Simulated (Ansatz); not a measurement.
A run for Ansatz (a program for electronic structure): U-PBE0/def2-TZVPP on ZrTe, 2S+1 = 7, a spin state set in the input, which need not be the lowest. Elements past Kr take the def2 small-core potentials; no spin–orbit coupling.

Ansatz 0.2 input:
```yaml
crystal:
  periodic: [false, false, false]
  atoms:
    - {symbol: Zr, position_ang: [0.00000000, 0.00000000, 0.00000000]}
    - {symbol: Te, position_ang: [0.00000000, 0.00000000, 2.97300000]}
basis:
  gaussian:
    orbitals: def2-TZVPP
hamiltonian:
  xc: {name: PBE0}
magnetization: {spin_polarized: true, initial_magnetization: 6}
relax: {f_tol: 0.002, max_steps: 120}
```

It printed:

```
WARN ansatz: RAYON_NUM_THREADS=2 ignored (pool sized by the plan → 2); use --threads N
Functional definition: PBE0
integrals: 0.03 GiB planned
828 factors; their error is unknown
mean field: 0.43 GiB planned
mean field evaluation 1: about -8565.3820 eV, gradient 2.0e1 eV
mean field evaluation 2: about -8562.6425 eV, gradient 2.8e1 eV
mean field evaluation 4: about -8568.2815 eV, gradient 1.3e0 eV
mean field evaluation 8: about -8568.2936 eV, gradient 3.1e-2 eV
mean field evaluation 16: about -8568.4687 eV, gradient 2.6e-4 eV
mean field evaluation 32: about -8568.3364 eV, gradient 2.4e0 eV
mean field -8568.46866314 eV, -314.8854154536 hartree, gradient 5.6e-6 eV, S^2 12.005769; 2 other end points of the search recorded, 0 dependent functions left out
the calculation of the forces begins
reference -8568.46869121 eV, -314.8854164853 hartree; 21, 15 occupied and 85, 91 virtual orbitals, 828 factors
relax step   1: F+E_penalty+E_count = -8568.46866314 eV  Δ(F+E_penalty+E_count) = +0.000e0 eV  max|allowed force component| = 7.846e-1 eV/Å  Δτ_max = 0.0000 Å  (89 SCF iters, accepted)
these checks for a lower state are left out or cut short: starts, cluster_reference, orbital_swaps, neighbouring_geometries, increment
integrals: 0.03 GiB planned
828 factors; their error is unknown
mean field: 0.43 GiB planned
mean field -8568.53249697 eV, -314.8877613037 hartree, gradient 5.3e-6 eV, S^2 12.005597; 0 other end points of the search recorded, 0 dependent functions left out
the calculation of the forces begins
reference -8568.53252529 eV, -314.8877623444 hartree; 21, 15 occupied and 85, 91 virtual orbitals, 828 factors
relax step   2: F+E_penalty+E_count = -8568.53249697 eV  Δ(F+E_penalty+E_count) = -6.383e-2 eV  max|allowed force component| = 3.585e-1 eV/Å  Δτ_max = 0.0574 Å  (62 SCF iters, accepted)
these checks for a lower state are left out or cut short: starts, cluster_reference, orbital_swaps, neighbouring_geometries, increment
integrals: 0.03 GiB planned
828 factors; their error is unknown
mean field: 0.43 GiB planned
mean field -8568.55496255 eV, -314.8885868987 hartree, gradient 5.3e-6 eV, S^2 12.005482; 0 other end points of the search recorded, 0 dependent functions left out
the calculation of the forces begins
reference -8568.55499110 eV, -314.8885879479 hartree; 21, 15 occupied and 85, 91 virtual orbitals, 828 factors
relax step   3: F+E_penalty+E_count = -8568.55496255 eV  Δ(F+E_penalty+E_count) = -2.247e-2 eV  max|allowed force component| = 1.222e-1 eV/Å  Δτ_max = 0.0483 Å  (64 SCF iters, accepted)
these checks for a lower state are left out or cut short: starts, cluster_reference, orbital_swaps, neighbouring_geometries, increment
integrals: 0.03 GiB planned
828 factors; their error is unknown
mean field: 0.43 GiB planned
mean field evaluation 64: about -8568.5587 eV, gradient 3.7e-1 eV
mean field -8568.55901113 eV, -314.8887356813 hartree, gradient 6.8e-6 eV, S^2 12.005408; 0 other end points of the search recorded, 0 dependent functions left out
the calculation of the forces begins
reference -8568.55903990 eV, -314.8887367383 hartree; 21, 15 occupied and 85, 91 virtual orbitals, 828 factors
relax step   4: F+E_penalty+E_count = -8568.55901113 eV  Δ(F+E_penalty+E_count) = -4.049e-3 eV  max|allowed force component| = 1.539e-2 eV/Å  Δτ_max = 0.0411 Å  (63 SCF iters, accepted)
these checks for a lower state are left out or cut short: starts, cluster_reference, orbital_swaps, neighbouring_geometries, increment
integrals: 0.03 GiB planned
828 factors; their error is unknown
mean field: 0.43 GiB planned
mean field -8568.55909522 eV, -314.8887387715 hartree, gradient 4.5e-6 eV, S^2 12.005416; 0 other end points of the search recorded, 0 dependent functions left out
the calculation of the forces begins
reference -8568.55912396 eV, -314.8887398275 hartree; 21, 15 occupied and 85, 91 virtual orbitals, 828 factors
relax step   5: F+E_penalty+E_count = -8568.55909522 eV  Δ(F+E_penalty+E_count) = -8.409e-5 eV  max|allowed force component| = 5.137e-5 eV/Å  Δτ_max = 0.0054 Å  (65 SCF iters, accepted)
integrals: 0.03 GiB planned
828 factors; their error is unknown
mean field: 0.43 GiB planned
mean field evaluation 96: about -8568.5591 eV, gradient 2.1e-5 eV
mean field evaluation 128: about -8568.2497 eV, gradient 3.5e0 eV
mean field -8568.55909522 eV, -314.8887387715 hartree, gradient 6.6e-6 eV, S^2 12.005416; 3 other end points of the search recorded, 0 dependent functions left out
the calculation of the forces begins
reference -8568.55912396 eV, -314.8887398275 hartree; 21, 15 occupied and 85, 91 virtual orbitals, 828 factors
Total energy: -8568.55912396 eV, -314.8887398275 hartree
Atom 0 at    -0.000000     0.000000    -0.141342 Å, force    -0.000000    -0.000000    -0.000051 eV/Å
Atom 1 at     0.000000    -0.000000     3.114342 Å, force     0.000000     0.000000     0.000051 eV/Å
Dipole moment:    -0.000000    -0.000000     0.475281 e Å
```

The calculation finished and met its thresholds.

Cost: very roughly 30 core-seconds.
